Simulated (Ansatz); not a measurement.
Job for Ansatz (a program for electronic structure): R-r2SCAN/def2-TZVPP on CoB, 2S+1 = 1, a spin state set in the input, which need not be the lowest, a point of a bond scan (R = 1.569 Å).

Ansatz 0.2 input:
```yaml
crystal:
  periodic: [false, false, false]
  atoms:
    - {symbol: Co, position_ang: [0.00000000, 0.00000000, 0.00000000]}
    - {symbol: B, position_ang: [0.00000000, 0.00000000, 1.56854700]}
basis:
  gaussian:
    orbitals: def2-TZVPP
    pivot_positions_ang: [[0.00000000, 0.00000000, 0.00000000], [0.00000000, 0.00000000, 1.56854700]]
hamiltonian:
  xc: {name: r2SCAN}
output: {forces: true, orbitals: {seedname: ./end}}
```

The log:

```
WARN ansatz: RAYON_NUM_THREADS=1 ignored (pool sized by the plan → 1); use --threads N
Functional definition: r2SCAN
integrals: 0.03 GiB planned
655 factors; their error is unknown
mean field: 0.23 GiB planned
mean field evaluation 1: about -38269.5029 eV, gradient 1.7e2 eV
mean field evaluation 2: about -37666.8104 eV, gradient 4.7e2 eV
mean field evaluation 4: about -38255.6219 eV, gradient 1.7e2 eV
mean field evaluation 8: about -38298.0221 eV, gradient 9.3e-2 eV
mean field evaluation 16: about -38298.0256 eV, gradient 5.4e-6 eV
mean field evaluation 32: about -38290.6865 eV, gradient 3.1e1 eV
mean field evaluation 64: about -38298.0256 eV, gradient 1.2e-2 eV
mean field evaluation 96: about -38297.8082 eV, gradient 4.8e0 eV
mean field -38298.02557618 eV, -1407.4264805905 hartree, gradient 6.3e-6 eV, S^2 0.000000; 10 other end points of the search recorded, 0 dependent functions left out
the calculation of the forces begins
reference -38298.02558678 eV, -1407.4264809802 hartree; 16, 16 occupied and 79, 79 virtual orbitals, 655 factors
Total energy: -38298.02558678 eV, -1407.4264809802 hartree
Atom 0 at     0.000000     0.000000     0.000000 Å, force    -0.000000    -0.000000    -0.555640 eV/Å
Atom 1 at     0.000000     0.000000     1.568547 Å, force    -0.000000     0.000000     0.555640 eV/Å
Dipole moment:     0.000000     0.000000    -0.726890 e Å
```

The calculation finished and met its thresholds.

Cost: very roughly 16 core-seconds.
